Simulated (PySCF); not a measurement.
**Working out the ionisation energy of Kr**

Kr [Kr] (1S) → Kr⁺ [Ar] 3d10 4s2 4p5 (2P). Computed with PySCF 2.14 in aug-cc-pVDZ-PP with ECP10MDF (5s4p3d, 32 functions), with scalar relativity through the core potential. Frozen: 3s2 3p6 3d10. Energies in hartree (1 hartree = 27.21139 eV):

```tsv
part	Kr (lower)	Kr⁺ (upper)
UHF	-462.180310	-461.697016
CCSD correlation	-0.136967	-0.111235
(T)	-0.002014	-0.001324
```

What does Hartree-Fock give?

(-461.697016) − (-462.180310) = 0.483294 hartree = 13.151 eV.

What do CCSD and CCSD(T) give?

The CCSD correlation energies differ by 0.025732 hartree = 0.700 eV and the triples by 0.000690 hartree = 0.019 eV, so CCSD gives 13.851 eV and CCSD(T) 13.870 eV.

Measured between the centres of the two terms (NIST): 14.222 eV, so CCSD(T) (valence) is off by -0.352 eV.

A double-zeta basis recovers only part of the correlation energy.

What remains against the reference includes basis incompleteness, the frozen core and higher excitations.
